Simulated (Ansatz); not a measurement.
Calculated with Ansatz (gas phase, PBE0-D4/def2-TZVP geometries, no zero-point term in ΔE). CCSD(T)/CBS is the MP2 limit (def2-TZVPP, def2-QZVPP) plus CCSD(T) − MP2 in def2-TZVPP, frozen cores. Functionals use def2-TZVPP. B3LYP here is the variant with VWN-RPA as its local correlation; programs differ in this. def2 core potentials past Kr. For Ge, Nb outer-core shells are correlated without core-valence functions, which leaves a few kJ/mol of doubt a bond. Scalar relativity is left out up to krypton. One conformer a species, not always the lowest.

Consider the redistribution: `[CH3][Ge]([NH2])([OH])[F]` + `[CH3][Nb](=[NH])([F])[Cl]` → `[CH3][Ge]([CH3])([OH])[F]` + `[NH]=[Nb]([NH2])([F])[Cl]`.

```tsv
level	ΔE (kJ/mol)	difference from CCSD(T)/CBS
PBE-D4	-88.2	-5.2
r2SCAN-D4	-85.7	-2.7
B3LYP-D4	-87.0	-4.0
ωB97X-V	-84.4	-1.4
ωB97M-V	-83.5	-0.5
B2PLYP	-86.6	-3.6
PBE	-88.2	-5.2
B3LYP	-86.9	-3.9
HF/def2-TZVPP	-76.5	6.5
MP2/def2-TZVPP	-85.7	-2.7
CCSD/def2-TZVPP	-81.3	1.7
CCSD(T)/def2-TZVPP	-83.4	-0.4
HF/def2-QZVPP	-76.0	7.0
MP2/def2-QZVPP	-85.3	-2.3
SCS-MP2/def2-QZVPP	-83.5	-0.5
CCSD/CBS(def2)	-80.9	2.1
CCSD(T)/CBS	-83.0	0
```

Largest T1 diagnostic among the species: 0.020, so the coupled-cluster value is less sure than usual.

From PBE to PBE0 (25 % exact exchange), in def2-TZVPP and without D4, ΔE moves by +3.3 kJ/mol. In def2-TZVPP, CCSD(T) changes the Hartree–Fock value by −6.9 kJ/mol (the triples alone add −2.1 kJ/mol) and MP2 by −9.2 kJ/mol.
